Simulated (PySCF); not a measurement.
CH5F2NOSi, SMILES N[Si@](O)(F)CF. Atoms are numbered in the order given.

```xyz
11

N      1.5029    -0.6320     0.5592
Si     0.1785     0.3463     0.1516
O      0.5980     1.4122    -1.0457
F     -0.3592     1.2844     1.3782
C     -1.2672    -0.8077    -0.2346
F     -0.7999    -1.9216    -0.9348
H      2.4621    -0.3061     0.5184
H      1.4247    -1.6346     0.4236
H      0.1396     2.2607    -1.0569
H     -1.7485    -1.1534     0.6984
H     -2.0466    -0.3072    -0.8368
```

Geometry: B3LYP-D3(BJ)/def2-SVP. The structure was generated by enumeration; whether it is a known compound was not checked. One conformer was computed; it need not be the lowest.

All values below come from PBE0/pcSseg-1 run with PySCF.

GIAO shieldings, no solvent; atoms listed in one row are averaged. δ = σ(ref) − σ: ¹⁵N against NH3 (σ = 267.4 ppm); ²⁹Si against TMS (σ = 352.7 ppm); ¹⁷O against H2O (σ = 334.2 ppm); ¹⁹F against CFCl3 (σ = 167.2 ppm); ¹³C against TMS (σ = 186.3 ppm); ¹H against TMS (σ = 31.56 ppm), references at their B3LYP-D3(BJ)/def2-TZVP geometries, non-relativistic.

```json
[
 {"nucleus": "¹⁵N", "atoms": "N1", "count": "1", "δ (ppm)": "27.5"},
 {"nucleus": "²⁹Si", "atoms": "Si2", "count": "1", "δ (ppm)": "-28.5"},
 {"nucleus": "¹⁷O", "atoms": "O3", "count": "1", "δ (ppm)": "52.9"},
 {"nucleus": "¹⁹F", "atoms": "F4", "count": "1", "δ (ppm)": "-150.2"},
 {"nucleus": "¹⁹F", "atoms": "F6", "count": "1", "δ (ppm)": "-308.4"},
 {"nucleus": "¹³C", "atoms": "C5", "count": "1", "δ (ppm)": "77.7"},
 {"nucleus": "¹H", "atoms": "H10, H11", "count": "2", "δ (ppm)": "4.66"},
 {"nucleus": "¹H", "atoms": "H9", "count": "1", "δ (ppm)": "2.09"},
 {"nucleus": "¹H", "atoms": "H8", "count": "1", "δ (ppm)": "1.80"},
 {"nucleus": "¹H", "atoms": "H7", "count": "1", "δ (ppm)": "1.39"}
]
```
